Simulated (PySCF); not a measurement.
In(OH) (HInO), SMILES [OH][In] (connectivity only; charge and spin as stated), neutral, multiplicity 1.

The structure is a stationary point at B3LYP-D3(BJ)/def2-TZVP. A frequency run showed that this geometry is not a minimum. The def2 effective core potentials stand for the cores of In; spin–orbit coupling is left out.

Two levels are set side by side: TDDFT-PBE/def2-TZVPD (PySCF) and TDDFT-B3LYP/def2-TZVPD (PySCF). Vertical, same geometry. The lowest singlet is HOMO→LUMO 50 %, HOMO−1→LUMO+1 50 % with PBE and HOMO−2→LUMO+1 50 %, HOMO−1→LUMO 50 % with the other functional; states are paired by order. Differences are taken from unrounded values.

```json
[
 {"quantity": "lowest singlet excitation (eV)", "TDDFT-B3LYP": "4.88", "TDDFT-PBE": "4.42", "TDDFT-PBE minus TDDFT-B3LYP": "-0.46"},
 {"quantity": "lowest triplet excitation (TDA) (eV)", "TDDFT-B3LYP": "4.16", "TDDFT-PBE": "4.11", "TDDFT-PBE minus TDDFT-B3LYP": "-0.05"},
 {"quantity": "first bright state (f over 0.05) (eV)", "TDDFT-B3LYP": "5.60", "TDDFT-PBE": "5.54", "TDDFT-PBE minus TDDFT-B3LYP": "-0.06"},
 {"quantity": "its oscillator strength", "TDDFT-B3LYP": "0.27", "TDDFT-PBE": "0.21", "TDDFT-PBE minus TDDFT-B3LYP": "-0.06"}
]
```

Functionals without exact exchange tend to place singlet excitations lower, as here. Differences between two approximate levels are no errors against the true value.

Rough cost on one machine, each run with all the roots and properties that it gave: TDDFT-B3LYP against TDDFT-PBE about 3 times.
